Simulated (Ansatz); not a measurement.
Species: WH$_{6}$, net charge 0, singlet state. 
Coordinates optimised at B3LYP-D3(BJ)/def2-TZVP (Ansatz, a first-principles code):
```
W
H 1 1.6678
H 1 1.6678 2 62.99
H 1 1.6678 2 62.99 3 71.80
H 1 1.7134 2 119.70 3 -38.66
H 1 1.7134 2 119.70 3 110.46
H 1 1.7134 2 67.71 3 -144.10
```
Charge 0, spin multiplicity 1.

Total electronic energies in hartree. Correlated levels leave the core frozen unless marked. Spin-orbit coupling is left out. Frozen are the shells of the preceding noble gas and the d and f shells that filled before the atom's block. In def2 rows, elements after Kr have scalar-relativistic effective core potentials. Basis-set limits of correlation are two-point, X^-3; Hartree-Fock from the larger set. The bracket is a focal-point correction in the basis named.

The T1 diagnostic of CCSD in the largest basis is 0.034, which is high, so the coupled-cluster rows are less sure than usual.

| level | program | energy (Eh) |
|---|---|---|
| HF/def2-TZVPP | Ansatz | -69.72555 |
| RI-HF/def2-QZVPPD | Ansatz | -69.72979 |
| PBE0-D4/def2-TZVPD | Ansatz + dftd4 | -70.55965 |
| PBE0/def2-TZVPD | Ansatz | -70.55617 |
| BHLYP/def2-TZVPD | Ansatz | -70.42119 |
| LC-wPBE-D3(BJ)/def2-TZVPD | Ansatz + dftd3 | -70.59829 |
| LC-wPBE-D4/def2-TZVPD | Ansatz + dftd4 | -70.59942 |
| wB97X-V/def2-TZVPD | Ansatz | -70.53308 |
| RPA@PBE/def2-TZVPP | Ansatz | -70.25086 |
| MP2/def2-SVP | Ansatz | -69.94979 |
| MP2/def2-SVPD | Ansatz | -69.96494 |
| MP2/def2-TZVPPD | Ansatz | -70.03616 |
| CCSD/def2-TZVPP | Ansatz | -70.05453 |
| RI-MP2/CBS(def2-TZVPPD,def2-QZVPPD)+[CCSD(T)-MP2]/def2-TZVPPD | Ansatz | -70.0998 |
| CCSD(T)/CBS(def2-TZVPP,def2-QZVPP) | Ansatz | -70.0960 |

Totals of different functionals don't rank their quality; only differences between species are comparable.
